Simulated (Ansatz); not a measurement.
Program: Ansatz. Geometries: PBE0-D4/def2-TZVP. ΔE: electronic, gas phase. CCSD(T)/CBS adds triple-zeta CCSD(T) − MP2 to the extrapolated MP2 energy (def2 sets, frozen cores). Double bonds are as drawn, so ΔE can hold a change between cis and trans. DFT in def2-TZVPP. B3LYP here is the variant with VWN-RPA as its local correlation; programs differ in this. For Br, Ga outer-core shells are correlated without core-valence functions, which leaves a few kJ/mol of doubt a bond. Scalar relativity is left out up to krypton. One conformer a species, not always the lowest.

Reaction (ligand exchange at a Ga–C bond): `C/[C]([GaH2])=C\[S][AlH2]` + HBr → `[GaH2][Br]` + `C/C=C\[S][AlH2]`

```json
{"level": "r2SCAN-D4", "ΔE (eV)": "-1.54"}
{"level": "B3LYP-D4", "ΔE (eV)": "-1.43"}
{"level": "ωB97X-V", "ΔE (eV)": "-1.54"}
{"level": "B2PLYP", "ΔE (eV)": "-1.52"}
{"level": "PBE", "ΔE (eV)": "-1.50"}
{"level": "CCSD(T)/def2-TZVPP", "ΔE (eV)": "-1.44"}
{"level": "MP2/def2-QZVPP", "ΔE (eV)": "-1.45"}
{"level": "CCSD/CBS(def2)", "ΔE (eV)": "-1.48"}
```

(1) What does CCSD(T)/CBS give? (Best estimate.)

Largest T1 diagnostic among the species: 0.013.

Results:

(1) The calculation gave: -1.44 eV. The listed levels differ from it by -0.10, 0.01, -0.10, -0.08, -0.06, 0.00, -0.01, -0.04 eV.

The D4 term adds +0.12 eV with B3LYP and +0.07 eV with PBE0; it sums over pairs of atoms, weighted by their polarisabilities, and B3LYP, whose exchange is more repulsive, gets the larger term. From PBE to PBE0 (25 % exact exchange), in def2-TZVPP and without D4, ΔE moves by −0.09 eV.
